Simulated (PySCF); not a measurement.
**Nuclear quadrupole coupling in `S=[PH2]c1ccsc1`**

Compound: C4H5PS2.
Geometry (GFN2-xTB, Å), atoms numbered from 1 in this order:
```
atom  x, y, z in Å
S1    -2.334   -1.873    1.063
P2    -1.875   -0.297    0.061
C3    -0.131    0.148    0.023
C4     0.874   -0.771   -0.381
C5     2.118   -0.246   -0.274
S6     2.095    1.365    0.330
C7     0.387    1.339    0.441
H8    -2.237   -0.305   -1.290
H9    -2.469    0.910    0.438
H10    0.658   -1.767   -0.725
H11    3.057   -0.704   -0.513
H12   -0.141    2.200    0.802
```

Field gradients from the PBE0/pcSseg-1 density (PySCF, non-relativistic), principal values in atomic units, ordered |Vxx| ≤ |Vyy| ≤ |Vzz|:

```json
{"atom": "S1", "Vxx": "-1.1081", "Vyy": "-1.3137", "Vzz": "2.4218"}
{"atom": "S6", "Vxx": "-0.4649", "Vyy": "-1.3428", "Vzz": "1.8077"}
```

Problem. Find the asymmetry η = (Vxx − Vyy)/Vzz and the couplings χ = eQV/h (234.96 MHz × Q in barn × V in au), with Q(33S) = −0.0678 b.

Solution. 
| atom | environment | nucleus | η | χzz (MHz) | χxx (MHz) | χyy (MHz) |
| --- | --- | --- | --- | --- | --- | --- |
| S1 | sulfur bonded to P | 33S | 0.08 | -38.58 | 17.65 | 20.93 |
| S6 | thiophene-type sulfur | 33S | 0.49 | -28.80 | 7.41 | 21.39 |

Problem. What is Vzz at S6 in SI units (1 au = 9.71736 × 10²¹ V/m²)?

Solution. 1.8077 au = 17.566 × 10²¹ V/m².

Were the hydrogens deuterons (Q(2H) = 0.00286 b), χzz would run from 124 kHz (H8 and H9) to 232 kHz (H11).

One conformer (not necessarily the lowest) at the GFN2-xTB geometry, without solvent, vibrations or thermal averaging. GFN2-xTB bond lengths can be off by several hundredths of an ångström, more for odd bonds, and the gradients follow them. With so small a basis the couplings can be 20 % off.
